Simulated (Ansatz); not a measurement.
## Match the barriers

Saddle point of SiNH5F2, closed shell (SiH₂F₂ ([F][SiH2][F]) + NH₃ → SiNH₃F₂ ([NH2][SiH]([F])[F]) + H₂; bonds formed: Si1–N7, H2–H6; bonds broken: Si1–H2, H6–N7), PBE0-D4/def2-TZVP structure:

Si1  (-0.044, 0.507, 0.588)
H2  (-1.606, -0.024, -0.093)
F3  (-0.404, 1.960, 0.038)
F4  (1.480, 0.819, 1.049)
H5  (-0.538, -0.051, 1.858)
H6  (-0.860, -0.700, -0.592)
N7  (0.362, -0.727, -0.722)
H8  (0.593, -0.311, -1.618)
H9  (1.017, -1.472, -0.509)
(Å)

Ansatz 0.2.0; basis: def2-TZVPP, with def2-QZVPP for the basis limit; cores frozen in the correlated methods. B3LYP uses VWN-RPA correlation. Extrapolation: Hartree–Fock as exp(−7.88 √X), correlation as X^−2.97. Four methods, as single points on the PBE0-D4 structures, gave these electronic barriers from the start structure: 1.300, 1.793, 1.890, 2.323 eV.

(1) The methods were, in alphabetical order, B3LYP-D4, CCSD(T), HF, SPW92. Which gave which? (A judgement: the text doesn't fix the answer.)

T1 diagnostic: at most 0.012.

Results:

(1) By the calculation: SPW92 1.300; B3LYP-D4 1.793; CCSD(T) 1.890; HF 2.323 eV. For comparison, CCSD(T) at an estimated basis limit (MP2 extrapolated from triple and quadruple zeta, plus CCSD(T) − MP2 in triple zeta) gives 1.864 eV.

Labels in which every atom is bracketed show which atoms are joined, not bond orders.

For scale, one of the runs: CCSD(T)/def2-TZVPP, 205 basis functions, launched by `ansatz run in.yaml --threads 4 --pin off --events-out ev --progress --plain --max-ram 9574MiB`. Hardware: 4 CPU threads of an AMD EPYC 9R45, shared host. Wall time 19 s; peak host memory 2.8 GiB.
